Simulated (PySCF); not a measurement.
# Ga⁺: ionisation energy

Ga⁺ [Ar] 3d10 4s2 (1S) → Ga²⁺ [Ar] 3d10 4s1 (2S), as a difference of total energies. Computed with PySCF 2.14 in jorge-DZP-DKH, with scalar relativity by spin-free X2C-1e. Correlated levels: valence: [Ar] 3d10 frozen. The calculations carry no spin-orbit coupling.

```json
{"method": "UHF", "ionisation energy (eV)": "18.656", "error (eV)": "-1.859"}
{"method": "TPSS", "ionisation energy (eV)": "20.240", "error (eV)": "-0.275"}
{"method": "PBE", "ionisation energy (eV)": "20.537", "error (eV)": "+0.022"}
{"method": "MP2 (valence)", "ionisation energy (eV)": "19.249", "error (eV)": "-1.266"}
{"method": "SCS-MP2 (valence)", "ionisation energy (eV)": "19.367", "error (eV)": "-1.148"}
{"method": "CCSD (valence)", "ionisation energy (eV)": "19.558", "error (eV)": "-0.957"}
```

Reference: 20.515 eV (measured; NIST Atomic Spectra Database, ionization energies).

Errors of the correlated levels include the incompleteness of this basis and the frozen core.

With two correlated electrons CCSD is exact in that space.
